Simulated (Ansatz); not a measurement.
Basis-set extrapolation for C7H18O3Si (`CCO[Si](C)(OCC)OCC`) (PBE0-D4/def2-TZVP geometry, frozen core, the Gaussian-basis code of Ansatz). Multiplicity 1, RHF reference.

|  | def2-TZVPP | def2-QZVPP |
| --- | --- | --- |
| HF | -789.459099 | -789.492930 |
| MP2 correlation | -2.042962 | -2.186774 |
| CCSD(T) correlation | -2.217334 | not run |

Energies in hartree. Use E(X) = E(∞) + A·exp(−7.88·√X) for Hartree–Fock and E(X) = E(∞) + B·X^(−2.97) for correlation, with X = 3 and 4, and add CCSD(T) minus MP2 of the smaller set to the MP2 limit.

Question: What is the CCSD(T) energy at the basis-set limit?

Answer: HF limit: -789.492930 + (-0.033831) × 0.13774 = -789.49759. MP2 limit: -2.186774 + (-0.143812) × 0.74074 = -2.29330. Higher-order term: -2.217334 − (-2.042962) = -0.17437. Total: -791.96526 hartree, 181.2 kcal/mol below CCSD(T)/def2-TZVPP.
